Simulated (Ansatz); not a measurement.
Computed with Ansatz on PBE0-D4/def2-TZVP structures; ΔE is electronic, products minus reactants. CBS: MP2 limit from def2 TZ/QZ plus the TZ coupled-cluster correction, frozen cores. Functionals use def2-TZVPP. B3LYP here is the variant with VWN-RPA as its local correlation; programs differ in this. One conformer a species, not always the lowest.

`Cl[SiH2]S[Si](Cl)(Cl)Cl` + `OC(F)F` → `OC(F)(F)[SiH2]Cl` + `S[Si](Cl)(Cl)Cl`  (formal exchange of groups at the Si–S bond)

`Cl[SiH2]S[Si](Cl)(Cl)Cl`:

Z-matrix (Å, degrees):
```
Si
S 1 2.138
Cl 1 2.044 2 112.6
H 1 1.478 2 103.5 3 117.9
H 1 1.475 2 111.2 3 -121.3
Si 2 2.111 1 102.3 3 57.5
Cl 6 2.028 2 106.6 1 157.4
Cl 6 2.027 2 112.0 1 -84.1
Cl 6 2.033 2 112.3 1 37.6
```

`OC(F)F`:

Cartesian coordinates in Å:
```
O 0.182 -0.852 -0.653
C 0.013 0.045 0.336
F -1.245 0.548 0.339
F 0.834 1.113 0.180
H 0.001 -0.423 -1.498
H 0.216 -0.431 1.296
```

`OC(F)(F)[SiH2]Cl`:

```xyz
9

O    -1.627    0.037   -0.192
C    -0.458   -0.540    0.151
F    -0.250   -1.669   -0.589
F    -0.509   -0.986    1.449
Si    1.017    0.686   -0.005
Cl    1.189    1.268   -1.952
H    -2.337   -0.617   -0.121
H     2.236   -0.038    0.410
H     0.738    1.859    0.849
```

`S[Si](Cl)(Cl)Cl`:

Z-matrix (Å, degrees):
```
Si
Cl 1 2.027
Cl 1 2.033 2 109.6
S 1 2.105 2 106.1 3 121.4
Cl 1 2.033 2 109.6 3 -117.3
H 4 1.346 1 93.0 2 180.0
```

```
         level  ΔE (eV)
      B3LYP-D4     1.03
       ωB97X-V     0.98
        B2PLYP     0.98
           PBE     0.93
         B3LYP     0.89
MP2/def2-TZVPP     1.14
 HF/def2-QZVPP     0.98
  HF/CBS(def2)     0.98
```

Q: What does CCSD(T)/CBS give? (Best estimate.)

A: Ansatz gave: +1.05 eV. The listed levels differ from it by -0.02, -0.07, -0.07, -0.12, -0.16, 0.09, -0.07, -0.07 eV.

Largest T1 diagnostic among the species: 0.012.

From PBE to PBE0 (25 % exact exchange), in def2-TZVPP and without D4, ΔE moves by +0.07 eV. In def2-TZVPP, CCSD(T) changes the Hartree–Fock value by +0.04 eV (the triples alone add +0.02 eV) and MP2 by +0.15 eV. The D4 term adds +0.14 eV with B3LYP and +0.08 eV with PBE0; it sums over pairs of atoms, weighted by their polarisabilities, and B3LYP, whose exchange is more repulsive, gets the larger term.
